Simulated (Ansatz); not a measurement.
Computed with Ansatz on PBE0-D4/def2-TZVP structures; ΔE is electronic, products minus reactants. CCSD(T)/CBS is the MP2 limit (def2-TZVPP, def2-QZVPP) plus CCSD(T) − MP2 in def2-TZVPP, frozen cores. This one scheme is used for every species. Functionals use def2-TZVPP. B3LYP here is the variant with VWN-RPA as its local correlation; programs differ in this. For Ge outer-core shells are correlated without core-valence functions, which leaves a few kJ/mol of doubt a bond. Scalar relativity is left out up to krypton. One conformer a species, not always the lowest.

Reaction (redistribution): `[SiH3][GeH2][Cl]` + `F[Si](F)(Cl)N[SiH2]Cl` → `F[Si](F)(Cl)[NH][GeH2][Cl]` + `[SiH3][SiH2]Cl`

```csv
level,ΔE (kcal/mol),difference from CCSD(T)/CBS
r2SCAN-D4,15.0,0.4
PBE0-D4,14.2,-0.4
ωB97X-V,14.0,-0.6
PBE,14.1,-0.5
r2SCAN,15.1,0.5
PBE0,14.5,-0.1
B3LYP,15.7,1.1
HF/def2-TZVPP,15.5,0.9
MP2/def2-TZVPP,14.4,-0.2
CCSD/def2-TZVPP,14.3,-0.3
HF/def2-QZVPP,15.7,1.1
MP2/def2-QZVPP,14.9,0.3
SCS-MP2/def2-QZVPP,14.7,0.1
HF/CBS(def2),15.7,1.1
MP2/CBS(def2),15.1,0.5
CCSD/CBS(def2),15.0,0.4
CCSD(T)/CBS,14.6,0
```

Largest T1 diagnostic among the species: 0.011.

In def2-TZVPP, CCSD(T) changes the Hartree–Fock value by −1.5 kcal/mol (the triples alone add −0.3 kcal/mol) and MP2 by −1.0 kcal/mol.
